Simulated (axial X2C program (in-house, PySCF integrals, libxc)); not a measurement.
# How long does TiTe⁻ take?

A bond scan computed with an in-house all-electron X2C program for linear molecules (integrals from PySCF). Basis: Te dyall-acv3z [12s13p9d5f1g], Ti dyall-acv3z [11s11p7d4f2g] (cores contracted in-house).

Input file and command:
```json
{
 "zs": [
  52,
  22
 ],
 "q": -1,
 "bas": [
  "dyall-acv3z",
  "dyall-acv3z"
 ],
 "levels": [
  "PBE0",
  "HF",
  "r2SCAN"
 ],
 "cc": true,
 "r0": 2.45,
 "thr": -1.0,
 "nmax": 90,
 "npts": 10,
 "nst": 2,
 "ntry": 6
}
```
```bash
python so2c.py task.json out
```

Keys: zs atomic numbers; q charge; bas basis sets; levels methods; cc coupled cluster on or off; r0 starting distance in Å; thr threshold in hartree for freezing inner shells (an s shell follows its p shell); nmax most natural virtual spinors; npts points on the curve; nst determinants followed; ntry starts of the search. HF also brings MP2.

Hardware: 1 thread of Arm Neoverse V1, with other jobs on the host.

Wall time of one point of each curve, integrals apart:

| Hamiltonian | level | points | seconds a point |
| --- | --- | --- | --- |
| spin-free | PBE0 | 10 | 1.5 |
| spin-free | HF | 10 | 0.91 |
| spin-free | CCSD(T) (11 electrons, 90 virtuals) | 7 | 7.5 |
| spin-free | r2SCAN | 10 | 1.8 |
| 2c | PBE0 | 10 | 2.7 |
| 2c | HF | 10 | 2.6 |
| 2c | CCSD(T) (11 electrons, 90 virtuals) | 7 | 10 |
| 2c | r2SCAN | 10 | 1.9 |

The rest:

Search with its distance optimisation 130 s, atoms 42 s, whole task 460 s. Coupled cluster runs on the points near the minimum only. The program drops outer points, and coupled cluster, when its time limit (not in the input) nears; MP2, further determinants and curves that did not converge are not in the table.
